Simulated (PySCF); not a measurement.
## Computed spin Hamiltonian

C7H8ClO (doublet state).
Structure used (GFN2-xTB), in Å, numbered top down from 1:
```xyz
17
C7H8ClO angstrom
C     -1.271    1.882   -0.251
C     -0.542    0.685    0.208
C     -1.024   -0.462   -0.661
C     -1.824   -1.422   -0.236
C      0.962    0.821    0.051
O      1.715    1.279    1.186
C      1.856   -0.006    0.815
C      2.459   -1.117    1.153
Cl     2.202   -2.562    0.241
H     -0.947    2.406   -1.130
H     -2.228    2.122    0.168
H     -0.775    0.465    1.254
H     -0.701   -0.417   -1.691
H     -2.170   -2.201   -0.893
H     -2.159   -1.474    0.787
H      1.304    1.223   -0.899
H      3.137   -1.212    1.983
```

The hyperfine couplings belong to this conformer and change with its torsions.

As a line formula: `[CH2][C@@H](C=C)[C@H]1O/C1=C/Cl` [radical].

Theory: UKS B3LYP, pcH-1 on C Cl H O, non-relativistic, mean-field spin-orbit, GIAO in PySCF. One conformer (not necessarily the lowest) at the GFN2-xTB geometry, without solvent, vibrations or thermal averaging. A GFN2-xTB geometry isn't a minimum of the functional, and hyperfine couplings can be far from their values at a DFT geometry. The SCF solution wasn't tested for stability.

```json
{
  "g1, g2, g3": "2.00220, 2.00275, 2.00280",
  "g_iso": "2.00258",
  "Form of g": "close to axial: the two nearest values differ by 9 % of g3 − g1",
  "⟨S²⟩": "0.7546 (exact 0.7500)",
  "α and β electrons": "38, 37",
  "Total energy": "-806.83742 Eh"
}
```

Isotropic coupling and dipolar principal values T1 to T3, in 10⁻⁴ cm⁻¹; ρ(0) is the spin density at the nucleus (1 × 10⁻⁴ cm⁻¹ = 2.998 MHz):

| atom | isotope | a_iso | of which spin–orbit | T1 | T2 | T3 | Mulliken spin population | ρ(0) (bohr⁻³) |
| --- | --- | --- | --- | --- | --- | --- | --- | --- |
| C1 | 13C | 30.7 | 0.0 | -26.9 | -26.7 | 53.6 | 1.06 | 0.0819 |
| C2 | 13C | -9.2 | 0.0 | -0.9 | 0.2 | 0.7 | -0.07 | -0.0246 |
| C3 | 13C | 25.8 | 0.0 | -3.5 | -1.0 | 4.6 | 0.00 | 0.0687 |
| C4 | 13C | 2.2 | 0.0 | -2.3 | -1.9 | 4.2 | 0.08 | 0.0058 |
| C5 | 13C | 7.5 | 0.0 | -0.7 | -0.6 | 1.4 | 0.01 | 0.0199 |
| O6 | 17O | 0.0 | 0.0 | -0.3 | 0.1 | 0.2 | 0.00 | -0.0002 |
| C7 | 13C | 0.3 | 0.0 | -0.2 | -0.1 | 0.3 | 0.00 | 0.0008 |
| C8 | 13C | 0.0 | 0.0 | -0.1 | 0.0 | 0.1 | 0.00 | 0.0001 |
| Cl9 | 35Cl | 0.0 | 0.0 | 0.0 | 0.0 | 0.0 | 0.00 | -0.0002 |
| H10 | 1H | -20.4 | 0.0 | -13.0 | -0.1 | 13.1 | -0.05 | -0.0137 |
| H11 | 1H | -20.6 | 0.0 | -12.9 | -0.1 | 13.1 | -0.04 | -0.0138 |
| H12 | 1H | 8.0 | 0.0 | -1.8 | -1.3 | 3.1 | 0.01 | 0.0054 |
| H13 | 1H | -0.5 | 0.0 | -1.4 | -0.9 | 2.3 | 0.00 | -0.0003 |
| H14 | 1H | 0.1 | 0.0 | -1.2 | -0.4 | 1.6 | 0.00 | 0.0001 |
| H15 | 1H | -1.3 | 0.0 | -0.8 | -0.2 | 1.0 | 0.00 | -0.0008 |
| H16 | 1H | -0.5 | 0.0 | -1.0 | -0.9 | 2.0 | 0.00 | -0.0003 |
| H17 | 1H | 0.0 | 0.0 | -0.1 | -0.1 | 0.3 | 0.00 | 0.0000 |

The largest Mulliken spin populations are on C1 (+1.06), C4 (+0.08) and C2 (-0.07). C1 is the only atom above +0.15. The positive populations add up to 1.17 and the negative ones to -0.17, together 2S = 1. The angles at C1 add up to 358.9°, so it is planar; its axial dipolar tensor and the negative couplings of its protons fit spin in a p orbital normal to that plane.

Axes: g3 points within 7° of the C1–H10 bond.

Under fast tumbling the dipolar parts average out, and these isotropic splittings remain: 2 × 1H (H10/H11, I = 1/2, 3 lines) with 2.19 mT, 1 × 1H (H12, I = 1/2, 2 lines) with 0.85 mT, 1 × 1H (H15, I = 1/2, 2 lines) with 0.14 mT, 1 × 1H (H16, I = 1/2, 2 lines) with 0.06 mT and 1 × 1H (H13, I = 1/2, 2 lines) with 0.05 mT.

Nuclei that the bonding pattern makes equivalent are averaged, as if the motion that swaps them (rotation, inversion, ring flip) were fast.

The 13C coupling of C1 (92.0 MHz) shows only in satellite lines or after enrichment, since that isotope makes up about 1.07 % of natural carbon.
